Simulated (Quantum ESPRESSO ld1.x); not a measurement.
Species: the hafnium ion Hf+. Configuration: [Xe] 4f13.5 5d1 6s2 6p0.5 (fractional occupations, a model configuration). All-electron calculation, scalar-relativistic Kohn-Sham, LDA (Slater exchange, VWN5 correlation), spin-polarised, spherical densities, point nucleus; open shells are filled with parallel spins first. Program: ld1.x of Quantum ESPRESSO 7.5.

X-ray form factor f0, the Fourier transform of the density (f0(0) = 71):

sin(theta)/lambda (1/angstrom)  f0 (electrons)
0.05                                    69.924
0.1                                     67.242
0.15                                    63.921
0.2                                     60.511
0.25                                    57.151
0.3                                     53.856
0.4                                     47.609
0.5                                     42.093
0.6                                     37.391
0.8                                     29.959
1                                       24.499
1.25                                    19.863
1.5                                     16.966
2                                       13.415
